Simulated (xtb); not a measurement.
The xtb input:
```
$ xtb mol.xyz --gfn 2 --chrg 1 --opt vtight --json

# file mol.xyz
5

O      0.92223663    -0.40345378     0.30518810
S     -0.49696716     0.06065269     0.63742044
F     -1.33921550    -0.56313855    -0.56592779
F     -0.56258839     1.48108987     0.05169984
H      1.51557691    -0.46025064    -0.43957611
```

Problem. What does this run give for the HOMO-LUMO gap, total energy at the end of the optimisation?

Solution. 
The HOMO-LUMO gap is 7.54 eV. The total energy at the end of the optimisation comes out as -16.8516 Eh.
